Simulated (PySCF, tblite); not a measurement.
A database entry of computed molecular properties. Lists by class give the value and the number of equivalent atoms.

```json
{
 "name": "HSiCl2SBu",
 "formula": "C4H10Cl2SSi",
 "smiles": "CCCCS[SiH](Cl)Cl",
 "charge": 0,
 "multiplicity": 1,
 "geometry_level": "GFN2-xTB",
 "atoms_angstrom": [
  ["C", -2.506, 0.796, -0.662],
  ["C", -1.461, 0.019, 0.128],
  ["C", -0.428, -0.631, -0.789],
  ["C", 0.638, -1.392, -0.021],
  ["S", 1.645, -0.328, 1.084],
  ["Si", 2.819, 0.804, -0.304],
  ["Cl", 4.438, 1.474, 0.673],
  ["Cl", 3.356, -0.352, -1.871],
  ["H", -3.028, 0.139, -1.355],
  ["H", -2.038, 1.593, -1.236],
  ["H", -3.238, 1.24, 0.007],
  ["H", -1.952, -0.757, 0.719],
  ["H", -0.952, 0.691, 0.823],
  ["H", 0.045, 0.134, -1.409],
  ["H", -0.927, -1.337, -1.458],
  ["H", 0.187, -2.122, 0.65],
  ["H", 1.324, -1.902, -0.696],
  ["H", 2.069, 1.936, -0.824]
 ],
 "electronic_structure_code": "PySCF",
 "results": {
  "GFN2-xTB geometry": {
   "point_group": "C1",
   "rotational_constants_GHz": [1.573, 0.5, 0.452]
  },
  "PBE0/pcSseg-1 ground state and GIAO shieldings, non-relativistic": {
   "dipole_D": 2.4,
   "homo_eV": -7.34,
   "lumo_eV": -0.31,
   "shift_vs_computed_TMS_C_by_class_ppm": [
    [38.6, 1],
    [38.0, 1],
    [25.1, 1],
    [16.3, 1]
   ],
   "shift_vs_computed_TMS_H_by_class_ppm": [
    [6.42, 1],
    [2.94, 2],
    [1.67, 2],
    [1.31, 2],
    [1.04, 3]
   ],
   "shielding_other_nuclei_by_class_ppm": [
    ["Si", 329.2, 1],
    ["S", 579.3, 1],
    ["Cl", 879.3, 2]
   ],
   "charges_hirshfeld_e_by_atom": [-0.12, -0.07, -0.07, -0.06, -0.08, 0.32, -0.1, -0.09, 0.04, 0.04, 0.04, 0.04, 0.02, 0.03, 0.04, 0.05, 0.03, -0.07]
  },
  "GFN2-xTB harmonic vibrations, gas phase": {
   "strongest_ir_bands_cm-1_km_per_mol_modes": [
    [532.7, 66.2, 1],
    [540.4, 95.3, 1],
    [636.7, 232.2, 1],
    [652.5, 240.1, 1],
    [2294.6, 118.5, 1],
    [3030.9, 56.0, 1]
   ],
   "zpe_kcal_per_mol": 84.6
  }
 }
}
```

The zero-point energy, half the sum of the 48 harmonic wavenumbers, equals 29590 cm⁻¹ or 354 kJ/mol. A dipole of 2.40 D is allowed in C1, and pure rotational transitions are dipole-allowed. In atomic units the dipole is 0.95 e·bohr (1 au = 2.5417 D). The rotational constants make it an asymmetric top with κ = (2B − A − C)/(A − C) = -0.91, nearer the prolate limit (−1).

One conformer (not necessarily the lowest) at the GFN2-xTB geometry, without solvent or vibrations. NMR classes are plain means over equivalent atoms (diastereotopic ones count apart unless rotation or inversion swaps them), as if these changed places fast; in this geometry the members of some classes differ.

Shape of the structure used: `[CH3:1][CH2:2][CH2:3][CH2:4][S:5][SiH:6]([Cl:7])[Cl:8]`: C1–C2–C3–C4 179°, C2–C3–C4–S5 -63°, C3–C4–S5–Si6 -71°, C4–S5–Si6–Cl7 -158°.
